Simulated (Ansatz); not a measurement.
System: AlOClH$_{2}$, charge 0, singlet. AlOClH2 (SMILES [OH][AlH][Cl]).
B3LYP-D3(BJ)/def2-TZVP minimum from Ansatz (a first-principles code):
```xyz
5

Al    -0.6871    -0.3349    -0.0098
H     -1.5556    -1.4997     0.5499
Cl     1.3165    -0.0941     0.5864
O     -1.3722     0.7454    -1.1106
H     -0.9154     1.4893    -1.5062
```
Charge 0, spin multiplicity 1.

Atomisation energy term by term, kcal/mol (programs: Ansatz). UHF or UKS for unpaired electrons; spin-orbit terms are left out. Cores are frozen in correlated methods. Rows without X2C or -DK are non-relativistic. CBS(X,Y): correlation extrapolated as X^-3, Hartree-Fock from the larger set (Q,5: extrapolated as (X+1)exp(-9√X)). A bracket is a step between two methods taken in the basis named. 'core' is core correlation in cc-pwCVTZ (1s frozen past Ne), 'X2C' scalar relativity in cc-pVTZ-DK, both at CCSD(T). Where a partner has so few electrons that a lower coupled-cluster level is exact, that level stands in.

```
term                                       basis  kcal/mol
------------------  ----------------------------  --------
Hartree-Fock        CBS(cc-pV(Q+d)Z,cc-pV(5+d)Z)    295.06
CCSD correlation    CBS(cc-pV(Q+d)Z,cc-pV(5+d)Z)    100.85
(T)                 CBS(cc-pV(Q+d)Z,cc-pV(5+d)Z)      7.09
CCSDT(Q) - CCSD(T)                   cc-pV(T+d)Z     -0.04
core correlation                       cc-pwCVTZ     -0.23
scalar relativity                X2C, cc-pVTZ-DK     -1.03
sum: De                                              401.7
```

The step beyond CCSD(T) by other levels: CCSDT(Q) in cc-pV(D+d)Z 0.45 kcal/mol.
